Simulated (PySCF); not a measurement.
Gas-phase reaction: Sn(CH3)4 + 4 C2H2 (acetylene) = SnH4 + 4 C3H4 (propyne)

Energies from PySCF (xtb for GFN2), thermal terms from the rigid-rotor harmonic-oscillator model, ideal gas at 1 bar. † marks an energy on the PBE0/def2-TZVP geometry and frequencies; other levels use their own. All species are closed-shell singlets. B3LYP is the form with VWN-RPA correlation. Sn: scalar-relativistic def2 core potential, no spin-orbit coupling. The harmonic model lacks anharmonicity and excited electronic states, which grow with temperature; levels with a mode under 35 cm⁻¹ are left out. Internal rotation in Sn(CH3)4 is treated as a harmonic vibration of one conformer, which makes the entropy rough.

ΔH° and ΔS° at 298 K: B3LYP/def2-TZVP† -50 kJ, 3 J/K; BLYP/def2-TZVP† -45 kJ, 3 J/K; GFN2-xTB -295 kJ, -5 J/K; HF/def2-TZVP† -58 kJ, 3 J/K.

Q: With the heat capacities included, give log10 K (1 bar) at 500, 800, 1400, 2000, 2500 K from B3LYP/def2-TZVP†, BLYP/def2-TZVP†, GFN2-xTB, HF/def2-TZVP†.

A: 
```json
[
 {"T (K)": "500", "B3LYP/def2-TZVP†": "5.1", "BLYP/def2-TZVP†": "4.7", "GFN2-xTB": "30.3", "HF/def2-TZVP†": "6.0"},
 {"T (K)": "800", "B3LYP/def2-TZVP†": "2.7", "BLYP/def2-TZVP†": "2.4", "GFN2-xTB": "18.3", "HF/def2-TZVP†": "3.2"},
 {"T (K)": "1400", "B3LYP/def2-TZVP†": "0.7", "BLYP/def2-TZVP†": "0.6", "GFN2-xTB": "9.5", "HF/def2-TZVP†": "1.0"},
 {"T (K)": "2000", "B3LYP/def2-TZVP†": "-0.1", "BLYP/def2-TZVP†": "-0.3", "GFN2-xTB": "5.9", "HF/def2-TZVP†": "0.1"},
 {"T (K)": "2500", "B3LYP/def2-TZVP†": "-0.6", "BLYP/def2-TZVP†": "-0.7", "GFN2-xTB": "4.2", "HF/def2-TZVP†": "-0.4"}
]
```
